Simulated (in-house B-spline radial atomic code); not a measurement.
Configurations of Ni⁴⁺, with energies counted from [Ar] 3d6. Level of theory: non-relativistic OLYP, spin-polarised, spherical fractional occupations, point nucleus; calculated with a B-spline radial code for spherical atoms. Shells without spins written out take the highest spin.

Occupations are held fixed; configurations that lie above the ionisation limit could autoionise.

| configuration | E - E(ref) (eV) | highest orbital | its <r> (bohr) |
| --- | --- | --- | --- |
| [Ar] 3d(1 up, 4 down) 4s(0 up, 1 down) | 27.673 | 4s down | 1.908 |
| [Ar] 3d(3 up, 2 down) 4d(1 up, 0 down) | 53.907 | 4d up | 2.653 |
| [Ne] 3s2 3p5 3d7 | 63.457 | 3d down | 0.8485 |
| [Ne] 3s2 3p5 3d6 4p1 | 94.711 | 4p up | 2.1 |
| [Ne] 3s2 3p(3 up, 2 down) 3d(3 up, 3 down) 4s(1 up, 0 down) | 94.937 | 4s up | 1.914 |
| [Ne] 3s2 3p5 3d6 4d1 | 108.51 | 4d up | 2.633 |
| [Ne] 3s2 3p5 3d6 4f1 | 118.86 | 4f up | 3.407 |

(1) Order these further configurations by energy, lowest first.
A. [Ar] 3d5 4f1
B. [Ar] 3d5 4d1
C. [Ar] 3d(3 up, 3 down)
D. [Ar] 3d5 4p1
E. [Ne] 3s2 3p5 3d6 4s1

(2) How far above the reference does [Ar] 3d5 4s1 lie?

(3) How far above the reference does [Ar] 3d(2 up, 4 down) lie?

(4) How far above the reference does [Ne] 3s2 3p(2 up, 3 down) 3d(5 up, 1 down) 4f(1 up, 0 down) lie?

Results:

(1) C (5.6617 eV), D (30.787 eV), B (44.534 eV), A (54.845 eV), E (85.265 eV).

(2) 21.357 eV; its least bound orbital is 4s up with <r> = 1.902 bohr.

(3) 4.2398 eV; its least bound orbital is 3d up with <r> = 0.8417 bohr.

(4) 124.99 eV; its least bound orbital is 4f up with <r> = 3.408 bohr.
